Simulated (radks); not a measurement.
Species: Tl5+. Configuration: [Xe] 4f14 5d8.

Calculated with a radial shooting solver on a logarithmic mesh with Libxc functionals: scalar-relativistic Kohn-Sham, SCAN, spin-polarised, spherical densities, finite nucleus; open shells are filled with parallel spins first (spin-orbit coupling, left out, can overturn this in heavy ions); meta-GGA in the generalised Kohn-Sham scheme; Fermi nuclear charge, rms radius 5.4759 fm.

Energy parts (hartree):
part                       energy
total                 -20237.3541
kinetic                22781.7855
electron-nucleus      -50279.2253
Hartree                 7637.7807
exchange-correlation    -377.6950

Orbitals (lengths in bohr, moments of r in powers of bohr; <r^-3> diverges for s and p1/2; r(90%) holds 90 % of the orbital's charge):
| orbital | occ. | eigenvalue (hartree) | <r^4> | <r^-3> | r(90%) |
|---|---|---|---|---|---|
| 1s up | 1 | -3151.210 | 3.762e-07 | - | 0.0299 |
| 1s down | 1 | -3151.210 | 3.762e-07 | - | 0.0299 |
| 2s up | 1 | -564.1428 | 0.00005448 | - | 0.107 |
| 2s down | 1 | -564.1372 | 0.00005448 | - | 0.107 |
| 2p up | 3 | -485.5189 | 0.00004491 | 28150 | 0.102 |
| 2p down | 3 | -485.5132 | 0.00004491 | 28150 | 0.102 |
| 3s up | 1 | -136.9585 | 0.001955 | - | 0.260 |
| 3s down | 1 | -136.9559 | 0.001955 | - | 0.260 |
| 3p up | 3 | -114.2030 | 0.002175 | 6507 | 0.268 |
| 3p down | 3 | -114.1997 | 0.002175 | 6507 | 0.268 |
| 3d up | 5 | -90.55040 | 0.001677 | 794.2 | 0.252 |
| 3d down | 5 | -90.54470 | 0.001677 | 794.2 | 0.252 |
| 4s up | 1 | -32.66249 | 0.04300 | - | 0.560 |
| 4s down | 1 | -32.65189 | 0.04299 | - | 0.560 |
| 4p up | 3 | -25.16836 | 0.05763 | 1586 | 0.604 |
| 4p down | 3 | -25.15888 | 0.05759 | 1586 | 0.604 |
| 4d up | 5 | -16.34341 | 0.07855 | 171.2 | 0.655 |
| 4d down | 5 | -16.33265 | 0.07833 | 171.2 | 0.654 |
| 5s up | 1 | -7.27915 | 1.055 | - | 1.25 |
| 5s down | 1 | -7.20753 | 1.041 | - | 1.24 |
| 4f up | 7 | -6.61648 | 0.1362 | 34.18 | 0.744 |
| 4f down | 7 | -6.60315 | 0.1345 | 34.23 | 0.742 |
| 5p up | 3 | -5.21825 | 1.805 | 289.2 | 1.43 |
| 5p down | 3 | -5.13549 | 1.794 | 292.4 | 1.43 |
| 5d up | 5 | -2.82371 | 5.000 | 22.03 | 1.85 |
| 5d down | 3 | -2.74398 | 5.143 | 21.95 | 1.86 |

The highest occupied level is 5d down at -74.668 eV. For comparison, the ionisation energy in NIST's Atomic Spectra Database is 80 eV (theoretical). In exact Kohn-Sham theory the highest level is minus the ionisation energy, but local and semilocal functionals leave it too shallow, through self-interaction and a potential that decays too fast; potentials with the right tail come closer.

Empty levels of this run are not shown, since the potential may be unsettled where no density lies.
